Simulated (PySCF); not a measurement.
**Ionisation energy of Fe⁺ by level of theory**

Fe⁺ [Ar] 3d6 4s1 (6D) → Fe²⁺ [Ar] 3d6 (5D), as a difference of total energies. All numbers are calculated (PySCF 2.14, no relativity, point nucleus, in dyall-av2z (16s12p7d2f, 101 functions)). Correlated levels: valence: [Ar] frozen; virtual orbitals above 40 to 60 times the deepest correlated orbital energy dropped. The calculations carry no spin-orbit coupling.

| method | ionisation energy (eV) |
| --- | --- |
| UHF | 15.119 |
| MP2 (valence) | 15.644 |
| SCS-MP2 (valence) | 15.426 |
| CCSD (valence) | 15.667 |
| CCSD(T) (valence) | 15.699 |

Task: How much does correlation contribute at CCSD(T) (valence)?

Result: 15.699 − (15.119) = 0.580 eV, measured against UHF.

These non-relativistic numbers lack the scalar-relativistic shift.

Errors of the correlated levels include the incompleteness of this basis and the frozen core.

For comparison: 16.199 eV (measured; NIST Atomic Spectra Database, ionization energies).
